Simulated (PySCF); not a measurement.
All of these have the formula C5H7NOSi. Method used: TDDFT CAM-B3LYP/def2-SVPD, vertical, gas phase, core orbitals frozen in the response in PySCF. Geometries: GFN2-xTB; one conformer of each isolated species. Triplets are in the Tamm–Dancoff approximation.

A. `C=CO[SiH2]/C=C/C#N`
B. `O=C=N[SiH]1CC=CC1`
C. `[SiH3]/C=C/c1ncco1`

Lowest singlet levels (six at most, fewer where fewer were computed) with oscillator strengths:

1. 254 nm (f 0.646); 218 nm (f 0.002); 191 nm (f 0.001); 190 nm (f 0.022); 186 nm (f 0.052); 177 nm (f 0.004); T1 3.01 eV
2. 221 nm (f 0.014); 203 nm (f 0.477); 200 nm (f 0.002); 194 nm (f 0.010); 188 nm (f 0.004); 175 nm (f 0.429); T1 3.60 eV
3. 182 nm (f 0.004); 172 nm (f 0.014); 171 nm (f 0.132); 168 nm (f 0.047 summed over 2 states); 165 nm (f 0.014); 165 nm (f 0.020) [of 8 roots; the last level is left out, as the window may have cut its degenerate partner]; T1 4.48 eV

**Question.** Match each spectrum to its molecule.

**Answer.** 1 = C, 2 = A, 3 = B.
- A: S1 at 5.62 eV, HOMO→LUMO (98%); Löwdin shares by element: HOMO carbon 63% or more, oxygen 23%; LUMO carbon 67% or more, nitrogen 14% (atoms not listed hold the other 19%); HOMO -8.67 and LUMO -0.87 eV; point group Cs.
- B: S1 at 6.81 eV, HOMO→LUMO (53%), HOMO→LUMO+2 (42%); Löwdin shares by element: HOMO carbon 84% or more (atoms not listed hold the other 16%); LUMO carbon 29% or more, silicon 20%, oxygen 9%, nitrogen 5% (atoms not listed hold the other 36%); HOMO -8.68 and LUMO 1.02 eV.
- C: S1 at 4.87 eV, HOMO→LUMO (97%); Löwdin shares by element: HOMO carbon 64% or more (atoms not listed hold the other 36%); LUMO carbon 55% or more, nitrogen 11% (atoms not listed hold the other 34%); HOMO -7.94 and LUMO -0.51 eV; point group Cs.
